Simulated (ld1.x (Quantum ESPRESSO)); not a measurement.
## Transferability test, PAW potential for O (Z = 8)

* Element: O
* Generator: ld1.x (Quantum ESPRESSO) 7.5
* Type: PAW
* Functional: PBE
* Relativity: scalar-relativistic
* Frozen core: [He]
* Valence charge: 6
* Reference configuration: 2s2 2p4
* Partial waves: 2s (bound): rcut 0.80, rcutus 1.05 bohr; 2s channel at -0.75 Ry: rcut 0.80, rcutus 1.05 bohr; 2p (bound): rcut 1.60, rcutus 2.05 bohr; 2p channel at 4 Ry: rcut 1.60, rcutus 2.05 bohr
* Local potential: all-electron potential smoothed inside 2.05 bohr (lloc = -1)
* Core correction: Bessel-smoothed model core inside 1.05 bohr
* Augmentation charge: PSQ, inside the norm-conserving radii

Energies are relative to the spin-unpolarised reference configuration 2s2 2p4; without spin polarisation the order of configurations can differ from experiment.

| valence configuration | charge | ΔE all-electron (eV) | error AE − PS (meV) |
| --- | --- | --- | --- |
| 2s2 2p3 | +1 | 16.431 | -25 |
| 2s2 2p1 | +3 | 103.886 | +22 |
| 2s1 2p5 | 0 | 14.950 | -0.8 |
| 2s0 2p6 | 0 | 29.937 | -3.2 |
| 2s1 2p4 | +1 | 31.659 | -38 |

(1) What are ΔE and the potential's error for 2s2 2p3.5?

(2) What are ΔE and the potential's error for 2s2 2p2?

Results:

(1) ΔE = 6.286 eV all-electron; the error (AE − PS) is -9.4 meV.

(2) ΔE = 50.017 eV all-electron; the error (AE − PS) is -22 meV.
